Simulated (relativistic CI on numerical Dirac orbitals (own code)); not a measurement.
# One change at a time: W50+

Base calculation: Dirac-Coulomb-Breit CI, orbitals from a KLI potential per configuration, model QED (radiative potential, 1s self-energy scaled to tabulated hydrogen-like ionisation energies), unscaled Slater integrals.

CI space (outside the closed core [Ne]): 3s2.3p6.3d6, 3s2.3p5.3d7, 3s2.3p4.3d8, 3s.3p6.3d7, 3p6.3d8, 3s.3p5.3d8, 3s2.3p6.3d5.4s, 3s2.3p6.3d5.4p, 3s2.3p4.3d7.4s, 3s2.3p6.3d5.4d, 3s2.3p5.3d6.4s, 3s2.3p6.3d5.4f, 3s2.3p6.3d4.4s2, 3s.3p6.3d6.4s, 3p6.3d7.4s, 3p6.3d7.4p. Levels of other configurations are missing.

Variants: (1) valence Slater integrals scaled by 0.9; (2) Breit term removed; (3) only the first 3 configurations. Shifts of the energy above 3s2.3p6.3d6 3F_4, in eV, for the lowest level and the first level of each name with at least 55 % of one term (blank where a level changes its place among those of its configuration and J or its character, or is not in the variant):

```
            Level     Base    Δ(1)    Δ(2)    Δ(3)
 3s2.3p6.3d6 3F_4    0.000   0.000   0.000   0.000
 3s2.3p6.3d6 5D_3   62.888  +0.768  +1.096  -0.054
 3s2.3p6.3d6 3G_5   72.684  -0.557  +2.540  -0.091
 3s2.3p6.3d6 3H_6   72.712  -0.652  +3.379  -0.152
 3s2.3p6.3d6 3P_1   95.620  -2.318  +0.316  +0.236
 3s2.3p6.3d6 3F_3   97.559  -2.759  +1.103  +0.193
 3s2.3p6.3d6 5D_2  131.379  +0.860  +2.190  +0.077
 3s2.3p6.3d6 5D_0  134.352  +0.528  +1.766  -0.123
 3s2.3p6.3d6 3H_5  142.153  -0.480  +4.138  -0.114
 3s2.3p6.3d6 1I_6  145.638  -0.982  +5.128  -0.183
 3s2.3p6.3d6 1D_2  189.319  -5.023  +2.198  +0.251
 3s2.3p6.3d6 1S_0  206.887  -6.402  +1.478  +0.270
3s2.3p5.3d7 5G°_6  385.769  +3.169  +4.018  -0.134
3s2.3p5.3d7 3P°_0  396.848  +2.202  +2.198  +1.300
```

At this charge energies of transitions that change n are usually good to better than 1 %, and those within a shell (Δn = 0) to a few per cent.

Ionisation energy from the two ground configurations alone: base 4575.55 eV; Breit term removed 4577.43 eV. The NIST ASD value (semi-empirical) is 4578 eV.

LS names give the leading component of a level, which can be under half, so a name can repeat, a term be missing and a line seem to break the LS rules.
